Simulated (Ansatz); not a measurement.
`CC[N](C)[InH2]` + H₂Se → `CC[SeH]` + `C[NH][InH2]`  (substitution at a C–N bond)

Calculated with Ansatz (gas phase, PBE0-D4/def2-TZVP geometries, no zero-point term in ΔE). CBS: MP2 limit from def2 TZ/QZ plus the TZ coupled-cluster correction, frozen cores. Functionals use def2-TZVPP. HSE06 is defined as in plane-wave codes. def2 core potentials past Kr. For In, Se outer-core shells are correlated without core-valence functions, which leaves a few kJ/mol of doubt a bond. Scalar relativity is left out up to krypton. Each species was taken in one conformer, which may not be the lowest.

`CC[N](C)[InH2]`:

```xyz
15

C    -1.689   -0.221   -0.932
C    -0.487   -0.887   -0.303
N     0.472    0.029    0.259
C     1.589   -0.668    0.844
In    0.393    2.051    0.295
H    -1.396    0.439   -1.754
H    -2.243    0.376   -0.203
H    -2.370   -0.973   -1.335
H     0.007   -1.521   -1.058
H    -0.834   -1.584    0.480
H     2.311    0.033    1.268
H     2.120   -1.284    0.102
H     1.270   -1.346    1.651
H    -0.928    2.882   -0.398
H     1.785    2.675    1.084
```

H₂Se:

```xyz
3

Se    0.064   -0.176    0.658
H     0.970    0.394   -0.345
H    -1.034   -0.218   -0.313
```

`CC[SeH]`:

Cartesian coordinates in Å:
```
C 0.950 -0.239 0.072
C -0.278 0.557 -0.309
Se -1.922 -0.503 -0.378
H 1.839 0.399 0.052
H 1.109 -1.072 -0.616
H 0.858 -0.652 1.079
H -0.192 0.964 -1.318
H -0.449 1.394 0.368
H -1.915 -0.847 1.051
```

`C[NH][InH2]`:

Cartesian coordinates in Å:
```
C 1.005 0.878 -0.082
N 0.208 -0.152 0.540
In -1.428 -1.062 -0.193
H 0.595 1.128 -1.063
H 2.047 0.569 -0.240
H 1.025 1.808 0.503
H 0.553 -0.413 1.450
H -2.119 -2.246 0.832
H -1.888 -0.509 -1.747
```

| level | ΔE (kJ/mol) | difference from CCSD(T)/CBS |
| --- | --- | --- |
| BLYP-D4 | -16.3 | -2.1 |
| B97M-V | -11.7 | 2.5 |
| HSE06-D4 | -16.7 | -2.5 |
| BLYP | -26.8 | -12.6 |
| BHLYP | -23.0 | -8.8 |
| LC-ωPBE | -20.5 | -6.3 |
| HF/def2-SVP | -12.3 | 1.9 |
| SCS-MP2/def2-TZVPP | -19.1 | -4.9 |
| SCS-MP2/def2-QZVPP | -19.2 | -5.0 |
| HF/CBS(def2) | -27.8 | -13.6 |
| CCSD(T)/CBS | -14.2 | 0 |

Largest T1 diagnostic among the species: 0.016.

In def2-TZVPP, CCSD(T) changes the Hartree–Fock value by +13.7 kJ/mol (the triples alone add +2.2 kJ/mol) and MP2 by +11.2 kJ/mol. Leaving LDA and LC-ωPBE aside and taking each functional with its dispersion term where it has one, the values, not all of them listed here, spread over 9.4 kJ/mol, from B2PLYP to B97M-V. LDA lies +19.7 kJ/mol from PBE without D4.
